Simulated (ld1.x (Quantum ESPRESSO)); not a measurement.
# Logarithmic derivatives: lutetium (Lu), ultrasoft

- Element: Lu
- Generator: ld1.x (Quantum ESPRESSO) 7.5
- Type: ultrasoft
- Functional: PBE
- Relativity: scalar-relativistic
- Frozen core: [Kr] 4d10
- Valence charge: 25
- Reference configuration: 4f14 5s2 5p6 5d1.5 6s1.5 6p0
- Partial waves: 5s (bound): rcut 1.50, rcutus 1.90 bohr; 6s (bound): rcut 1.50, rcutus 1.90 bohr; 5p (bound): rcut 2.35, rcutus 2.75 bohr; 6p (bound, empty): rcut 2.35, rcutus 2.75 bohr; 5d (bound): rcut 3.20, rcutus 3.45 bohr; 5d channel at 0.7 Ry: rcut 3.20, rcutus 3.45 bohr; 4f (bound): rcut 0.55, rcutus 0.60 bohr; 4f channel at -0.35 Ry: rcut 0.55, rcutus 0.60 bohr
- Local potential: all-electron potential smoothed inside 1.65 bohr (lloc = -1)
- Core correction: none
- Augmentation charge: PSQ, inside the norm-conserving radii

The phase is arctan(r·u′/u) with u = r·R(r), unwrapped; energies in Ry, scanned from -6 to 5 Ry. A pole is an energy at which the radial function vanishes at the test radius. The pseudo phase is shifted by a multiple of π to meet the all-electron one at the reference energy, and phase errors are pseudo minus all-electron; the curves can meet again beyond the range given. Levels narrower than the energy grid can be missing from the lists of poles. n/a: not evaluated, since a narrow level or a reset projector energy made the automatic matching unsafe.

Q: For each channel, where are the poles, and over which energies does the pseudopotential scatter like the atom?

A:

```tsv
channel	radius (bohr)	reference energy (Ry)	poles, all-electron	poles, pseudo	unbroken range about the reference energy with phases within 0.05 rad	phase error 1 Ry above the reference energy (rad)
s	3.74	-0.33	0.45, 4.62	0.45, 4.64	n/a	n/a
d	3.74	-0.11	0.15, 2.97	0.08, 1.20	-0.1 to -0.1	-0.131
f	3.74	-0.67	2.15	2.15	the whole range	-0.000
```

The ghost test of this file was not conclusive. Its overlap operator is not positive definite in a basis up to 400 Ry (lowest eigenvalue p -0.68, d -6.45), so the file is unfit for use: the generalised eigenproblem breaks down once the basis is large enough, and its test numbers describe a broken file.

Phases in the s channel:

| E (Ry) | all-electron | pseudo |
| --- | --- | --- |
| -6.00 | 1.456 | 1.456 |
| -5.48 | 1.450 | 1.450 |
| -4.96 | 1.443 | 1.443 |
| -4.44 | -1.679 | -1.680 |
| -3.92 | -1.716 | -1.716 |
| -3.40 | -1.730 | -1.730 |
| -2.88 | -1.747 | -1.747 |
| -2.36 | -1.772 | -1.772 |
| -1.84 | -1.811 | -1.811 |
| -1.32 | -1.889 | -1.889 |
| -0.80 | -2.136 | -2.136 |
| -0.28 | -3.981 | -3.981 |
| 0.24 | -4.639 | -4.639 |
| 0.76 | -4.788 | -4.788 |
| 1.28 | -4.907 | -4.906 |
| 1.80 | -5.146 | -5.144 |
| 2.32 | -6.528 | -6.513 |
| 2.84 | -7.537 | -7.534 |
| 3.36 | -7.717 | -7.715 |
| 3.88 | -7.792 | -7.791 |
| 4.40 | -7.838 | -7.837 |
| 4.92 | -7.875 | -7.873 |
